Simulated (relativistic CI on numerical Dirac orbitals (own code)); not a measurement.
Calculated at this level of theory: Dirac-Coulomb-Breit CI, orbitals from a KLI potential per configuration, model QED (radiative potential, 1s self-energy scaled to tabulated hydrogen-like ionisation energies), unscaled Slater integrals (own radial code, finite nucleus).

CI space (outside the closed core [Ne]): 3s²3p⁶3d⁶, 3s²3p⁵3d⁷, 3s²3p⁴3d⁸, 3s3p⁶3d⁷, 3p⁶3d⁸, 3s3p⁵3d⁸, 3s²3p⁶3d⁵4s, 3s²3p⁶3d⁵4p, 3s²3p⁴3d⁷4s, 3s²3p⁶3d⁵4d, 3s²3p⁴3d⁷4p, 3s²3p⁵3d⁶4s, 3s²3p⁶3d⁵4f, 3s²3p⁴3d⁷4d, 3s3p⁵3d⁷4s, 3s²3p⁵3d⁶4p, 3s²3p⁵3d⁶4d, 3s²3p⁶3d⁴4s², 3s3p⁶3d⁶4s, 3p⁶3d⁷4s, 3p⁶3d⁷4p, 3s²3p⁶3d⁵5s, 3p⁶3d⁷4d, 3s3p⁶3d⁵4s². Levels of other configurations are missing.

At this charge energies of transitions that change n are usually good to better than 1 %, and those within a shell (Δn = 0) to a few per cent.

Outline of the computed level scheme of W LI. Lowest level of each configuration: 3s²3p⁶3d⁶ ³F4 at 0.000 eV; 3s²3p⁵3d⁷ ⁵G°6 at 385.739 eV.

Some strong electric-dipole decays among the lowest 45 levels: 3s²3p⁵3d⁷ ³D°3 → 3s²3p⁶3d⁶ ³F4 (2.0e+12 s⁻¹); 3s²3p⁵3d⁷ ³F°4 → 3s²3p⁶3d⁶ ³F4 (1.6e+12 s⁻¹); 3s²3p⁵3d⁷ ³P°2 → 3s²3p⁶3d⁶ ³P2 (9.4e+11 s⁻¹); 3s²3p⁵3d⁷ ³D°1 → 3s²3p⁶3d⁶ ³P2 (7.0e+11 s⁻¹); 3s²3p⁵3d⁷ ³D°3 → 3s²3p⁶3d⁶ ³P2 (5.2e+11 s⁻¹); 3s²3p⁵3d⁷ ³G°5 → 3s²3p⁶3d⁶ ³F4 (2.9e+11 s⁻¹); 3s²3p⁵3d⁷ ³D°1 → 3s²3p⁶3d⁶ ³P0 (2.7e+11 s⁻¹); 3s²3p⁵3d⁷ ³D°3 → 3s²3p⁶3d⁶ ³P2 (1.5e+11 s⁻¹).

LS names give the leading component of a level, which can be under half, so a name can repeat, a term be missing and a line seem to break the LS rules.
